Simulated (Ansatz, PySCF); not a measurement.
Gas-phase reaction in SMILES: [SiH3]O[SiH](Cl)Cl → Cl[SiH]Cl + [O][SiH3] (the O-Si bond at the site shown breaks; other sites are not compared here)
Structures are relaxed separately at B3LYP-D3(BJ)/def2-TZVP in Ansatz (a quantum-chemistry and plane-wave program), one conformer each, not searched for the lowest. Frequencies are from Ansatz or PySCF.
Geometry of the first species:
```
O
Si 1 1.6098
Si 1 1.6526 2 146.99
H 2 1.4623 1 109.98 3 179.84
H 3 1.4760 1 107.23 2 179.37
H 3 1.4779 5 110.35 1 -119.12
H 3 1.4780 5 110.36 6 -121.74
Cl 2 2.0507 4 109.22 1 -120.76
Cl 2 2.0507 4 109.23 1 120.76
```
Charge 0, spin multiplicity 1.

Wanted: bond dissociation energy (0 K, with B3LYP-D3(BJ) harmonic zero-point energies), in kcal/mol. Valence correlation only, unless marked. Open shells are spin-unrestricted. Spin-orbit coupling is left out. Non-relativistic. Basis-set limits of correlation are two-point, X^-3; Hartree-Fock from the larger set. [CCSD(T)-MP2]/basis is that difference in the basis named.

| level | program | bond dissociation energy (kcal/mol) |
|---|---|---|
| RI-HF/cc-pV(Q+d)Z | Ansatz | 105.4 |

Predict the RI-MP2/CBS(aug-cc-pV(T+d)Z,aug-cc-pV(Q+d)Z)+[CCSD(T)-MP2]/aug-cc-pV(T+d)Z result (Ansatz).

137.9 kcal/mol
